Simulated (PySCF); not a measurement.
C2H7AlClNO, singlet, at a GFN2-xTB geometry (such geometries of metal compounds can be far from the true shape). Base run: CAMB3LYP/6-31G, polarisability run with PySCF.

PySCF was given this input:
```python
from pyscf import gto, scf, dft
from pyscf.prop import polarizability

mol = gto.Mole()
mol.atom = '''
    Al   -0.22350354    0.11978881   -0.55045025
    Cl   -0.25252054   -1.79634920   -1.21363934
    O    -0.74020875    1.32229164   -1.53947975
    H    -1.01144841    2.09194847   -2.01626203
    N     0.36095754    0.51118069    1.10482423
    C     0.83746537   -0.47457258    2.05465094
    C     0.40639100    1.85776352    1.63667032
    H     1.87751808   -0.27457581    2.33906149
    H     0.22864633   -0.46684466    2.96672405
    H     0.78319859   -1.46679810    1.60814825
    H    -0.21769705    1.94827018    2.53378238
    H     1.43103897    2.14052320    1.90617148
    H     0.03896769    2.55241488    0.88423721
'''
mol.basis = '6-31g'
mol.verbose = 4
mol.build()

mf = dft.RKS(mol)
mf.xc = 'camb3lyp'
mf.kernel()
alpha = mf.Polarizability().polarizability()[2, 2]
print('alpha_zz =', alpha)
```

Q: The base was run again with changes. Order these runs by alpha_zz (bohr³), lowest first: basis = cc-pVDZ | functional = pbe | basis = 6-31+G* | functional = pbe0 | basis = def2-SVP.

A: functional = pbe0 (alpha_zz (bohr³) 63.87), basis = def2-SVP (alpha_zz (bohr³) 64.18), basis = cc-pVDZ (alpha_zz (bohr³) 67.33), functional = pbe (alpha_zz (bohr³) 69.14), basis = 6-31+G* (alpha_zz (bohr³) 70.66)

Finite-field rows take the second difference of the energy in a field along z; a small field with loose convergence shows SCF noise divided by the square of the field, and a large one adds hyperpolarisability.
